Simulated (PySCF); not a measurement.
# How the method changes the shape and vibrations of BF2H2Si cation

All numbers below are calculated, not measured. They come from PySCF 2.14.0, an open-source quantum chemistry program, on an isolated molecule that a program drew, which may never have been made. The molecule is BF2H2Si cation (charge +1, singlet), drawn as the SMILES string `F[B+][SiH2]F`.

The geometry was optimised and harmonic frequencies were computed with HF and MP2, all in the cc-pV(D+d)Z basis, for the commonest isotopes, with a restricted reference for singlets and an unrestricted one otherwise, and a frozen core in MP2. Each result is a local minimum of its method.

Geometry at the HF minimum:
```xyz
6
BF2H2Si cation, angstrom
F    -2.5710   -1.9174    0.5457
B    -1.7871   -1.0527    0.1806
Si   -0.4150    0.4605   -0.4387
F     0.1965    0.8313    0.9756
H    -1.2770    1.4953   -0.9929
H     0.5106   -0.2535   -1.3073
```

Lengths of the bonds as drawn, in Å (atoms numbered as above):
| bond | HF | MP2 |
|---|---|---|
| F1-B2 | 1.223 | 1.241 |
| B2-Si3 | 2.134 | 2.123 |
| Si3-F4 | 1.585 | 1.606 |
| Si3-H5 | 1.456 | 1.463 |
| Si3-H6 | 1.456 | 1.463 |

Rotational constants, in GHz:
| constant | HF | MP2 |
|---|---|---|
| A | 15.91 | 15.7 |
| B | 2.627 | 2.598 |
| C | 2.321 | 2.294 |

Harmonic frequencies in cm^-1, each column in rising order, so a row needn't be the same motion in every method:
```
rank,HF,MP2
1,142,130
2,275,255
3,373,362
4,431,416
5,643,612
6,740,706
7,908,866
8,947,904
9,1005,959
10,1720,1652
11,2440,?
12,2471,2413
```

**Estimate the missing MP2 frequency from the HF column.**

A single factor s that minimises the squared misfit of MP2 against s times HF over the other rows is sum(HF x MP2) / sum(HF^2) = 0.9660, with an rms misfit of 12 cm^-1. For rank 11 it gives 0.9660 x 2440 = 2357 cm^-1. The calculation gives 2378 cm^-1, 21 cm^-1 above the estimate. The drawn bonds are on average 0.6 % longer in MP2 than in HF.
